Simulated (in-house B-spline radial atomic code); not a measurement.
Functionals against successive ionisation energies: In to In³⁺

Ionisation energies as differences of self-consistent total energies from an all-electron radial atomic-structure program (B-spline basis): all electrons, radial basis limit, scalar-relativistic (one-electron X2C), spin-polarised at highest spin, spherical densities; exact exchange is averaged over the determinants of each configuration. No spin-orbit coupling, Breit or QED terms. NIST's values run from ground level to ground level, so in open shells the differences also hold multiplet and fine-structure energies that spherical high-spin averages miss. For p electrons of heavy elements the spin-orbit part alone reaches an electronvolt or more. Columns give computed minus NIST, in eV; a star marks a semi-empirical value. Species are left out where the tabulated value is theory, is uncertain by more than 0.12 eV, or (13 ions, such as In⁴⁺, Te⁴⁺ and Bi⁴⁺) lies off its series for all methods alike, which flatters the means a little.

```tsv
species	shell	NIST (eV)	BLYP	PBE0	BHandHLYP	OLYP
In	5p	5.79	-0.32	-0.23	-0.25	-0.55
In⁺	5s	18.87	+0.24	-0.21	-0.32	-0.25
In²⁺	5s	28.04	+0.68	+0.16	+0.03	+0.20
In³⁺	4d	55.45 ± 0.04	+0.57	+0.68	+0.49	+0.93
```

Task: How do the methods rank, and which species is hardest?

Result: Mean absolute (signed) differences: BHandHLYP 0.27 (-0.01) eV; PBE0 0.32 (+0.10) eV; BLYP 0.45 (+0.29) eV; OLYP 0.48 (+0.08) eV. For In³⁺, which loses a 4d electron, the nearest method is off by +0.49 eV, the largest such miss.
